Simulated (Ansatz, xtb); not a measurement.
C5H5ClN2: which of two isomers lies lower

We compare X, `Nc1cncc(Cl)c1`, a singlet, with Y, `Nc1cccnc1Cl`, a singlet. Both are isolated molecules in the gas phase, relaxed with r2SCAN-D4/def2-SVP; the shapes shown needn't be the lowest conformers.

X (Å):

```xyz
13

C    -0.3912   -0.3977   -1.6188
C    -1.1366   -1.0434   -0.6038
C    -0.4552    0.4303    1.0245
C     0.3119    1.1382    0.0910
C     0.3541    0.7349   -1.2412
Cl    1.2170    2.5354    0.5991
N    -0.3632   -0.8887   -2.9034
N    -1.1617   -0.6404    0.6604
H    -1.1080   -1.5213   -3.1698
H    -0.0715   -0.2582   -3.6401
H    -1.7334   -1.9314   -0.8564
H    -0.4902    0.7465    2.0727
H     0.9559    1.2875   -1.9678
```

Y (Å):

```yaml
atoms:
  - { symbol: C, position_ang: [-0.6722, -0.4560, -1.3963] }
  - { symbol: C, position_ang: [-1.2060, 0.6691, -0.7396] }
  - { symbol: C, position_ang: [-0.4389, 1.3599, 0.1976] }
  - { symbol: C, position_ang: [0.8582, 0.9206, 0.4693] }
  - { symbol: C, position_ang: [0.6592, -0.7865, -1.0274] }
  - { symbol: Cl, position_ang: [1.3936, -2.1772, -1.8324] }
  - { symbol: N, position_ang: [-1.3891, -1.2054, -2.2893] }
  - { symbol: N, position_ang: [1.3835, -0.1432, -0.1509] }
  - { symbol: H, position_ang: [-0.8619, -1.8448, -2.8732] }
  - { symbol: H, position_ang: [-2.2039, -0.7815, -2.7141] }
  - { symbol: H, position_ang: [-2.2275, 0.9880, -0.9710] }
  - { symbol: H, position_ang: [-0.8483, 2.2338, 0.7112] }
  - { symbol: H, position_ang: [1.4965, 1.4325, 1.1977] }
```

Which of the two would you expect CCSD(T)/def2-SVP + ΔMP2/def2-TZVPP electronic energies to favour?

Structure Y; the calculation gives E(Y) − E(X) = −0.141 eV.

How the difference moves with the method:

```json
{"level": "GFN2-xTB", "geometry": "GFN2-xTB", "E(Y) − E(X) (eV)": "−0.068", "departure from the last row (eV)": "+0.072", "job, with rough time for the two": "optimisation, 0.17 s"}
{"level": "HF/STO-3G", "geometry": "GFN2-xTB", "E(Y) − E(X) (eV)": "−0.084", "departure from the last row (eV)": "+0.056", "job, with rough time for the two": "single point, 0.64 s"}
{"level": "r2SCAN-D4/def2-SVP//GFN2-xTB", "geometry": "GFN2-xTB", "E(Y) − E(X) (eV)": "−0.198", "departure from the last row (eV)": "−0.057", "job, with rough time for the two": "single point, 7.8 s"}
{"level": "r2SCAN-D4/def2-SVP", "geometry": "r2SCAN-D4/def2-SVP", "E(Y) − E(X) (eV)": "−0.203", "departure from the last row (eV)": "−0.063", "job, with rough time for the two": "optimisation, 57 s"}
{"level": "HF/def2-SVP", "geometry": "r2SCAN-D4/def2-SVP", "E(Y) − E(X) (eV)": "−0.106", "departure from the last row (eV)": "+0.035", "job, with rough time for the two": "part of the CCSD(T) run"}
{"level": "MP2/def2-SVP", "geometry": "r2SCAN-D4/def2-SVP", "E(Y) − E(X) (eV)": "−0.154", "departure from the last row (eV)": "−0.014", "job, with rough time for the two": "part of the CCSD(T) run"}
{"level": "CCSD(T)/def2-SVP", "geometry": "r2SCAN-D4/def2-SVP", "E(Y) − E(X) (eV)": "−0.135", "departure from the last row (eV)": "+0.005", "job, with rough time for the two": "single point"}
{"level": "CCSD(T)/def2-SVP + ΔMP2/def2-TZVPP", "geometry": "r2SCAN-D4/def2-SVP", "E(Y) − E(X) (eV)": "−0.141", "departure from the last row (eV)": "", "job, with rough time for the two": "single point, 2.6 min"}
```

As drawn, both hold the same kinds of bond in the same numbers.

The levels shown agree on the order. The largest departure from CCSD(T)/def2-SVP + ΔMP2/def2-TZVPP is that of GFN2-xTB, 0.072 eV. The last row adds to CCSD(T) the change of the MP2 difference between the two basis sets, here −0.005 eV.

With thermal terms from frequencies at re-optimised GFN2-xTB minima (ideal gas, soft modes damped towards free rotors, one conformer each, 298.15 K, 1 atm): the zero-point term adds 0.000 eV; ΔH is −0.141 and ΔG −0.137 eV.

The correlated steps freeze 12 core orbitals. Run with Ansatz 0.2.0, xtb 6.7.1; the last row on 2 threads of Arm Neoverse V1 on a shared host.
